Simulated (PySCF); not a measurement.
## The first ionisation energy along group 8

All values are computed (PySCF 2.14, energy differences of UHF-based or UKS calculations, no spin-orbit coupling). Values in eV. The last column holds reference values (NIST; (s) semi-empirical, (t) theoretical, else measured). Unmarked ones compare directly (S terms, centres of terms, or small fine structure); those marked * lie between the lowest fine-structure levels and include a spin-orbit shift.

```csv
element,configurations,LDA,PBE,PBE0,MP2 (valence),SCS-MP2 (valence),CCSD (valence),reference
"Fe (aug-cc-pVTZ, non-relativistic)",[Ar] 3d6 4s2 → [Ar] 3d6 4s1,8.034,7.730,7.541,7.446,7.632,7.621,7.904
"Ru (aug-cc-pVTZ-PP with ECP28MDF, ECP)",[Kr] 4d7 5s1 → [Kr] 4d7,8.118,7.828,7.518,7.180,6.908,7.128,7.365
"Os (aug-cc-pVTZ-PP with ECP60MDF, ECP)",[Xe] 4f14 5d6 6s2 → [Xe] 4f14 5d6 6s1,8.770,8.307,8.053,8.091,8.322,8.065,8.473
```

| method | elements | mean error (eV) | mean absolute error (eV) | largest error (eV) |
| --- | --- | --- | --- | --- |
| LDA | 3 | 0.393 | 0.393 | 0.753 |
| PBE | 3 | 0.041 | 0.268 | 0.463 |
| PBE0 | 3 | -0.210 | 0.312 | -0.420 |
| MP2 (valence) | 3 | -0.342 | 0.342 | -0.458 |
| SCS-MP2 (valence) | 3 | -0.293 | 0.293 | -0.457 |
| CCSD (valence) | 3 | -0.310 | 0.310 | -0.409 |

Errors include the incompleteness of the basis and the frozen core.

"Valence" correlates the outer s and p shells and, in groups 3 to 12 and the f block, the outer d or f shell, open or full, or the next shell where the ion has no valence electron left; the wider scheme adds the next inner shell.
